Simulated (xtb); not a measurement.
H$_{9}$NSi$_{3}$, triplet, from a rough starting geometry (a higher spin typed on purpose: for a closed-shell molecule this is an excited state); GFN2-xTB (xtb).

xtb was given this input:
```
$ xtb mol.xyz --gfn 2 --uhf 2 --opt vtight --json

# file mol.xyz
13

Si     0.29933396     1.69896255     0.43779906
N     -0.06566135     0.08391706    -0.15531206
Si    -1.64350397    -0.54440100    -0.40826149
Si     1.34054915    -1.12132190    -0.07087188
H     -0.68412370     2.53306060    -0.19901201
H      0.11238151     1.67326890     1.91335764
H      1.64681787     2.00193891     0.12784092
H     -2.33316208     0.61787934    -1.00112364
H     -1.49549653    -1.63254797    -1.44073086
H     -2.26573127    -0.95038739     0.79837363
H      1.34760968    -1.74000684     1.28661370
H      1.09723247    -2.15126944    -1.02772977
H      2.52092030    -0.51772309    -0.34022234
```

Question: Write the output that xtb gives for this input, abridged.

Answer: 
```
   ID    Z sym.   atoms
    1   14 Si     1, 3, 4
    2    7 N      2
    3    1 H      5-13

           -------------------------------------------------
          |                Calculation Setup                |
           -------------------------------------------------

           -------------------------------------------------
          |                 G F N 2 - x T B                 |
           -------------------------------------------------

          ...................................................
          :                      SETUP                      :
          :.................................................:
          :  # basis functions                  43          :
          :  # atomic orbitals                  40          :
          :  # shells                           20          :
          :  # electrons                        26          :
          :  max. iterations                   250          :
          :  Hamiltonian                  GFN2-xTB          :
          :  restarted?                      false          :
          :  GBSA solvation                  false          :
          :  PC potential                    false          :
          :  electronic temp.          300.0000000     K    :
          :  accuracy                    1.0000000          :
          :  -> integral cutoff          0.2500000E+02      :
          :  -> integral neglect         0.1000000E-07      :
          :  -> SCF convergence          0.1000000E-05 Eh   :
          :  -> wf. convergence          0.1000000E-03 e    :
          :  Broyden damping             0.4000000          :
          :  net charge                          0          :
          :  unpaired electrons                  2          :
          ...................................................

 iter      E             dE          RMSdq      gap      omega  full diag
   1    -12.5618470 -0.125618E+02  0.614E+00    0.81       0.0  T
   2    -12.6824573 -0.120610E+00  0.462E+00    0.87       1.0  T
   3    -12.7004990 -0.180418E-01  0.255E+00    0.79       1.0  T
   4    -12.6842077  0.162913E-01  0.213E+00    0.85       1.0  T
   5    -12.6900312 -0.582350E-02  0.161E+00    0.73       1.0  T
   6    -12.7161203 -0.260891E-01  0.513E-01    0.80       1.0  T
   7    -12.7165988 -0.478433E-03  0.408E-01    0.80       1.0  T
   8    -12.7165378  0.609563E-04  0.305E-01    0.80       1.0  T
   9    -12.7165431 -0.523864E-05  0.189E-01    0.79       1.0  T
[...]
 * total energy  :   -12.5986935 Eh     change       -0.6671933E-06 Eh
 * total energy  :   -12.5986955 Eh     change       -0.1978684E-05 Eh
 * total energy  :   -12.5986961 Eh     change       -0.6233649E-06 Eh
 * total energy  :   -12.5986971 Eh     change       -0.9723048E-06 Eh
 * total energy  :   -12.5986986 Eh     change       -0.1449514E-05 Eh
 * total energy  :   -12.5987004 Eh     change       -0.1881098E-05 Eh
 * total energy  :   -12.5987024 Eh     change       -0.2001523E-05 Eh
 * total energy  :   -12.5987041 Eh     change       -0.1695372E-05 Eh
 * total energy  :   -12.5987053 Eh     change       -0.1168934E-05 Eh
 * total energy  :   -12.5987059 Eh     change       -0.5785668E-06 Eh
 * total energy  :   -12.5987061 Eh     change       -0.2390900E-06 Eh
 * total energy  :   -12.5987062 Eh     change       -0.7958625E-07 Eh
   *** GEOMETRY OPTIMIZATION CONVERGED AFTER 54 ITERATIONS ***
         :: total energy             -12.598706197063 Eh    ::
[...]
    13   1 H        0.920    -0.104     5.723     3.741

 Mol. C6AA /au·bohr⁶  :       3106.788342
 Mol. C8AA /au·bohr⁸  :     121531.361092
 Mol. α(0) /au        :         97.738701

Wiberg/Mayer (AO) data.
largest (>0.10) Wiberg bond orders for each atom

 ---------------------------------------------------------------------------
     #   Z sym  total        # sym  WBO       # sym  WBO       # sym  WBO
 ---------------------------------------------------------------------------
     1  14 Si   3.787 --     2 N    0.887     5 H    0.882     6 H    0.830
                             7 H    0.830     4 Si   0.163     3 Si   0.163
     2   7 N    3.144 --     1 Si   0.887     3 Si   0.887     4 Si   0.886
     3  14 Si   3.787 --     2 N    0.887     9 H    0.882    10 H    0.830
                             8 H    0.830     4 Si   0.163     1 Si   0.163
     4  14 Si   3.787 --     2 N    0.886    13 H    0.882    11 H    0.830
                            12 H    0.830     3 Si   0.163     1 Si   0.163
     5   1 H    0.989 --     1 Si   0.882
     6   1 H    0.990 --     1 Si   0.830
     7   1 H    0.990 --     1 Si   0.830
     8   1 H    0.990 --     3 Si   0.830
     9   1 H    0.989 --     3 Si   0.882
    10   1 H    0.990 --     3 Si   0.830
    11   1 H    0.990 --     4 Si   0.830
    12   1 H    0.990 --     4 Si   0.830
    13   1 H    0.989 --     4 Si   0.882
 ---------------------------------------------------------------------------

Topologies differ in total number of bonds
Writing topology from bond orders to xtbtopo.mol

molecular dipole:
                 x           y           z       tot (Debye)
 q only:        0.000       0.000      -0.001
   full:        0.000       0.000      -0.001       0.003
molecular quadrupole (traceless):
                xx          xy          yy          xz          yz          zz
 q only:        0.806      -0.117       0.740       0.465       0.613      -1.546
  q+dip:       -1.639       0.239      -1.511      -0.956      -1.243       3.150
   full:       -1.235       0.181      -1.141      -0.723      -0.936       2.376

optimized geometry written to: xtbopt.xyz

           -------------------------------------------------
          | TOTAL ENERGY              -12.598706197063 Eh   |
          | GRADIENT NORM               0.000028469499 Eh/α |
          | HOMO-LUMO GAP               1.086613484550 eV   |
           -------------------------------------------------

normal termination of xtb
```
